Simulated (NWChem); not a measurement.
System: CH₅BS; SMILES CBS

The following NWChem deck was run.

```
start job
memory heap 200 mb stack 900 mb global 1100 mb
geometry units angstroms noautoz
  B     -0.596280    -0.474696     0.000000
  H     -1.811277    -0.535857     0.000000
  C      0.294735    -1.764537     0.000000
  H      0.036753    -2.390755    -0.882617
  H      0.036753    -2.390755     0.882617
  H      1.388805    -1.591288     0.000000
  S      0.180885     1.143042     0.000000
  H     -0.945650     1.910210     0.000000
end
basis spherical
  B library def2-svp
  H library def2-svp
  C library def2-svp
  S library def2-svp
end
dft
  xc b3lyp
  iterations 150
end
tddft
  cis
  nroots 8
end
task tddft energy
```

Output (shortened):

```
             Northwest Computational Chemistry Package (NWChem) 7.3.0
             --------------------------------------------------------

 CS  symmetry detected

                             Geometry "geometry" -> ""
                             -------------------------

 Output coordinates in angstroms (scale by  1.889725989 to convert to a.u.)

  No.       Tag          Charge          X              Y              Z
 ---- ---------------- ---------- -------------- -------------- --------------
    1 B                    5.0000    -0.60771509    -0.48580128     0.00000000
    2 H                    1.0000    -1.82262978    -0.54857604     0.00000000
    3 C                    6.0000     0.28501235    -1.77445766     0.00000000
    4 H                    1.0000     0.02786235    -2.40101777    -0.88261700
    5 H                    1.0000     0.02786235    -2.40101777     0.88261700
    6 H                    1.0000     1.37885127    -1.59975562     0.00000000
    7 S                   16.0000     0.16730048     1.13296756     0.00000000
    8 H                    1.0000    -0.96025252     1.89863857     0.00000000

 Effective nuclear repulsion energy (a.u.)      87.6373911572

      Symmetry information
      --------------------

 Group name             Cs
 Group number              2
 Group order               2
 No. of unique centers     7

                                 NWChem DFT Module
                                 -----------------

 Summary of "ao basis" -> "ao basis" (spherical)
 ------------------------------------------------------------------------------
       Tag                 Description            Shells   Functions and Types
 ---------------- ------------------------------  ------  ---------------------
 B                          def2-svp                 6       14   3s2p1d
 H                          def2-svp                 3        5   2s1p
 C                          def2-svp                 6       14   3s2p1d
 S                          def2-svp                 8       18   4s3p1d

      Symmetry analysis of basis
      --------------------------

        a'         50
        a"         21

[...]

                                NWChem TDDFT Module
                                -------------------

            General Information
            -------------------
           No. of orbitals :     142
            Alpha orbitals :      71
             Beta orbitals :      71
        Alpha frozen cores :       0
         Beta frozen cores :       0
     Alpha frozen virtuals :       0
      Beta frozen virtuals :       0
         Spin multiplicity :       1
    Number of AO functions :      71
        Use of symmetry is : off
      Symmetry adaption is : on
         Schwarz screening :  0.10D-07

              XC Information
              --------------
                  B3LYP Method XC Potential
              Hartree-Fock (Exact) Exchange   0.20
                 Slater Exchange Functional   0.80 local
             Becke 1988 Exchange Functional   0.72 non-local
       Lee-Yang-Parr Correlation Functional   0.81
           VWN I RPA Correlation Functional   0.19 local

             TDDFT Information
             -----------------
          Calculation type : Tamm-Dancoff TDDFT
         Wavefunction type : Restricted singlets & triplets
          No. of electrons :      32
           Alpha electrons :      16
            Beta electrons :      16
              No. of roots :       8
          Max subspacesize :    5600
            Max iterations :     100
               Target root :       1
           Target symmetry : none
      Symmetry restriction : off
                 Algorithm : Optimal
        Davidson threshold :  0.10D-03

    8 smallest eigenvalue differences (eV)
--------------------------------------------------------
  No. Spin  Occ  Vir  Irrep   E(Occ)    E(Vir)   E(Diff)
--------------------------------------------------------
    1    1   16   17 a'       -0.282    -0.028     6.920
    2    1   15   17 a"       -0.310    -0.028     7.686
    3    1   16   18 a"       -0.282     0.023     8.290
    4    1   14   17 a"       -0.341    -0.028     8.523
    5    1   15   18 a'       -0.310     0.023     9.057
    6    1   13   17 a"       -0.380    -0.028     9.591
    7    1   16   19 a"       -0.282     0.077     9.765
    8    1   14   18 a'       -0.341     0.023     9.894
--------------------------------------------------------

  Entering Davidson iterations
  Restricted singlet excited states

  Iter   NTrls   NConv    DeltaV     DeltaE      Time
  ----  ------  ------  ---------  ---------  ---------
    1      8       0     0.14E+00   0.10+100        7.6
    2     16       0     0.22E-01   0.18E-01        7.3
    3     24       0     0.59E-02   0.68E-03        7.3
    4     32       5     0.23E-02   0.11E-03        7.3
    5     35       5     0.13E-02   0.25E-04        4.9
    6     38       7     0.33E-03   0.38E-05        5.0
    7     39       8     0.92E-04   0.20E-06        3.8
  ----  ------  ------  ---------  ---------  ---------
  Convergence criterion met

  Ground state a'       -464.035937529561 a.u.

  ----------------------------------------------------------------------------
  Root   1 singlet a"             0.233098454 a.u.                6.3429 eV
  ----------------------------------------------------------------------------
     Transition Moments    X -0.00000   Y  0.00000   Z -0.00689
     Dipole Oscillator Strength                    0.0000073680
     Electric Quadrupole                           0.0000001484
     Magnetic Dipole                               0.0000035414
     Total Oscillator Strength                     0.0000110578

[...]
```

Level: B3LYP/def2-SVP, TDA. Coordinates come from a PBE-D3(BJ)/def2-SVP optimisation.
